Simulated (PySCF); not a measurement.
# W+: excitation energy

W+ [Xe] 4f14 5d4 6s1 (6D) → W+ [Xe] 4f14 5d3 6s2 (4F), as a difference of total energies. All numbers are calculated (PySCF 2.14, scalar relativity by spin-free X2C-1e, in x2c-TZVPPall). Correlated levels: valence: [Xe] 4f14 frozen. The calculations carry no spin-orbit coupling.

```json
{"method": "UHF", "excitation energy (cm⁻¹)": "19944"}
{"method": "MP2 (valence)", "excitation energy (cm⁻¹)": "18252"}
{"method": "SCS-MP2 (valence)", "excitation energy (cm⁻¹)": "13868"}
{"method": "CCSD (valence)", "excitation energy (cm⁻¹)": "16664"}
{"method": "CCSD(T) (valence)", "excitation energy (cm⁻¹)": "15626"}
```

A first-order spin-orbit estimate (lowest level to lowest level, LS coupling) adds -0.246 eV.
